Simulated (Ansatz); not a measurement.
C$_{6}$H$_{4}$F$_{6}$MgO$_{2}$ (`[CH3][Mg-]1[O]C(C(F)(F)F)=CC(C(F)(F)F)=[O+]1`). Charge 0, multiplicity 1. The geometry is a stationary point of PBE0-D4/def2-TZVP.

```xyz
19

C     3.651   -0.187    1.441
Mg    1.730   -0.084    0.677
O     0.709   -1.072   -0.686
C    -0.480   -0.885   -1.033
C    -0.964   -1.847   -2.132
F    -0.867   -3.105   -1.706
F    -2.230   -1.627   -2.484
F    -0.204   -1.713   -3.217
C    -1.365    0.070   -0.539
C    -0.973    0.963    0.456
C    -1.990    1.998    0.966
F    -1.522    3.228    0.765
F    -2.186    1.832    2.272
F    -3.171    1.900    0.356
O     0.147    1.036    1.012
H     4.357   -0.604    0.716
H     3.700   -0.821    2.333
H     4.028    0.799    1.732
H    -2.368    0.119   -0.932
```

Question: What is the dipole moment at B3LYP/def2-TZVPP? (An estimate is asked.)

Answer: Computed: 1.00 D, with components (-0.92, 0.05, -0.37) D in this frame, pointing from negative to positive charge.

Question: And with PBE, r2SCAN, ωB97M-V? (Best estimate.)

Answer: The calculation gave: PBE 0.80 D, r2SCAN 1.00 D, ωB97M-V 1.07 D.

Question: Give the Mulliken charges with B3LYP, PBE, r2SCAN in def2-TZVPP. (Best estimate.)

Answer: Computed: 
| atom | B3LYP | PBE | r2SCAN |
| --- | --- | --- | --- |
| C1 | -0.68 | -0.66 | -0.64 |
| Mg2 | 0.84 | 0.76 | 0.88 |
| O3 | -0.47 | -0.41 | -0.51 |
| C4 | 0.30 | 0.26 | 0.35 |
| C5 | 0.53 | 0.40 | 0.50 |
| F6 | -0.16 | -0.12 | -0.16 |
| F7 | -0.17 | -0.13 | -0.17 |
| F8 | -0.16 | -0.12 | -0.16 |
| C9 | -0.34 | -0.32 | -0.34 |
| C10 | 0.30 | 0.26 | 0.35 |
| C11 | 0.53 | 0.40 | 0.50 |
| F12 | -0.16 | -0.12 | -0.16 |
| F13 | -0.16 | -0.12 | -0.16 |
| F14 | -0.17 | -0.13 | -0.17 |
| O15 | -0.47 | -0.41 | -0.51 |
| H16 | 0.10 | 0.11 | 0.08 |
| H17 | 0.10 | 0.11 | 0.08 |
| H18 | 0.10 | 0.11 | 0.08 |
| H19 | 0.15 | 0.12 | 0.12 |

B3LYP here is the variant with VWN-RPA as its local correlation; programs differ in this.
